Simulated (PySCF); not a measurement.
## `F[C@@]1(C(=O)O)C(=C)[C@H]1F`, C5H4F2O2

Molfile (atoms numbered from 1):
```
C5H4F2O2
     RDKit          3D

 13 13  0  0  0  0  0  0  0  0999 V2000
    1.9835    0.9701   -0.2165 C   0  0  0  0  0  0  0  0  0  0  0  0
    1.0336    0.0820   -0.0807 C   0  0  0  0  0  0  0  0  0  0  0  0
    0.5712   -1.3017   -0.1211 C   0  0  1  0  0  0  0  0  0  0  0  0
    1.0897   -2.2094    0.7404 F   0  0  0  0  0  0  0  0  0  0  0  0
   -0.3412   -0.1883    0.4154 C   0  0  1  0  0  0  0  0  0  0  0  0
   -0.5613   -0.0968    1.7561 F   0  0  0  0  0  0  0  0  0  0  0  0
   -1.5174    0.1788   -0.4305 C   0  0  0  0  0  0  0  0  0  0  0  0
   -1.5385    0.0215   -1.6237 O   0  0  0  0  0  0  0  0  0  0  0  0
   -2.5151    0.6949    0.2740 O   0  0  0  0  0  0  0  0  0  0  0  0
    1.8271    2.0048    0.0404 H   0  0  0  0  0  0  0  0  0  0  0  0
    2.9545    0.6936   -0.5940 H   0  0  0  0  0  0  0  0  0  0  0  0
    0.2738   -1.7690   -1.0554 H   0  0  0  0  0  0  0  0  0  0  0  0
   -3.2643    0.9199   -0.3011 H   0  0  0  0  0  0  0  0  0  0  0  0
  1  2  2  0
  2  3  1  0
  3  4  1  0
  3  5  1  0
  5  6  1  1
  5  7  1  0
  7  8  2  0
  7  9  1  0
  5  2  1  0
  1 10  1  0
  1 11  1  0
  3 12  1  6
  9 13  1  0
M  END
```

Method used: GIAO BHandHLYP/pcSseg-1 magnetisability, rotational g tensor and spin-rotation constants, non-relativistic, gas phase in PySCF 2.14.0. Geometry: GFN2-xTB.

Task: Give the nuclear spin-rotation constants along the inertial axes (H = +C I·J) beside the isotropic shieldings.

Result: Rotational constants 2.3332, 1.2593, 1.1669 GHz. A star marks the isotopologue with that one atom substituted, in its own axes.
| atom | isotope | Caa (kHz) | Cbb (kHz) | Ccc (kHz) | mean (kHz) | σ (ppm) |
| --- | --- | --- | --- | --- | --- | --- |
| F4 | 19F | 1.080 | 0.400 | 0.180 | 0.553 | 417.5 |
| F6 | 19F | 0.201 | 0.468 | 0.680 | 0.450 | 411.3 |
| H10 | 1H | -0.151 | -0.109 | 0.037 | -0.074 | 25.4 |
| H11 | 1H | 0.093 | -0.084 | -0.108 | -0.033 | 25.4 |
| H12 | 1H | -0.225 | -0.135 | 0.072 | -0.096 | 26.6 |
| H13 | 1H | 0.111 | -0.139 | -0.115 | -0.048 | 25.1 |
| C1 | 13C* | 0.813 | 0.308 | 0.363 | 0.495 | 61.5 |
| C2 | 13C* | 0.842 | 0.358 | 0.385 | 0.528 | 48.0 |
| C3 | 13C* | 0.461 | 0.230 | 0.335 | 0.342 | 113.9 |
| C5 | 13C* | 0.673 | 0.225 | 0.237 | 0.378 | 113.6 |
| C7 | 13C* | 1.255 | 0.378 | 0.360 | 0.664 | 8.4 |
| O8 | 17O* | -1.182 | -0.387 | -0.404 | -0.657 | -76.2 |
| O9 | 17O* | -0.491 | -0.261 | -0.259 | -0.337 | 134.9 |

For the geometry as given, no vibrational averaging.
